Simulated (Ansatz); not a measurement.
Computed with Ansatz on PBE0-D4/def2-TZVP structures; ΔE is electronic, products minus reactants. CBS: MP2 limit from def2 TZ/QZ plus the TZ coupled-cluster correction, frozen cores. This one scheme is used for every species. def2 core potentials past Kr. For Sb outer-core shells are correlated without core-valence functions, which leaves a few kJ/mol of doubt a bond. Each species was taken in one conformer, which may not be the lowest.

`[CH3][SbH][SH]` + H₂ → `[SH][SbH2]` + CH₄  (hydrogenolysis of the Sb–C bond)

`[CH3][SbH][SH]`:

```xyz
8

C     1.005   -0.537    0.216
Sb   -1.133   -0.807    0.241
S    -1.734    1.508    0.662
H     1.339   -0.333    1.233
H     1.280    0.293   -0.434
H     1.474   -1.455   -0.143
H    -1.263   -0.704   -1.466
H    -0.969    2.035   -0.309
```

H₂:

Cartesian coordinates in Å:
```
H 0.213 -0.301 0.060
H -0.213 0.301 -0.060
```

`[SH][SbH2]`:

```xyz
5

S    -1.400    0.319   -0.462
Sb    0.894   -0.339   -0.024
H    -1.377   -0.164   -1.713
H     1.332    1.160    0.674
H     0.551   -0.976    1.525
```

CH₄:

```xyz
5

C     0.000    0.000    0.000
H     0.313   -0.078    1.041
H    -1.069    0.207   -0.044
H     0.210   -0.938   -0.513
H     0.546    0.809   -0.484
```

| species | HF/def2-QZVPP energy (Eh) |
| --- | --- |
| `[CH3][SbH][SH]` | -677.62785 |
| H₂ | -1.13348 |
| `[SH][SbH2]` | -638.57060 |
| CH₄ | -40.21664 |

Question: Work out ΔE.

Answer: ΔE = (-638.57060) + (-40.21664) − (-677.62785) − (-1.13348) = -0.02591 Eh = -16.3 kcal/mol. CCSD(T)/CBS gives -9.6 kcal/mol.

Largest T1 diagnostic among the species: 0.013.

From PBE to PBE0 (25 % exact exchange), in def2-TZVPP and without D4, ΔE moves by −0.8 kcal/mol. At CCSD(T), def2-SVP lies −5.5 kcal/mol from the extrapolated value and def2-TZVPP −1.2 kcal/mol. The D4 term adds +2.3 kcal/mol with B3LYP and +1.2 kcal/mol with PBE0; it sums over pairs of atoms, weighted by their polarisabilities, and B3LYP, whose exchange is more repulsive, gets the larger term.

B3LYP here is the variant with VWN-RPA as its local correlation; programs differ in this.
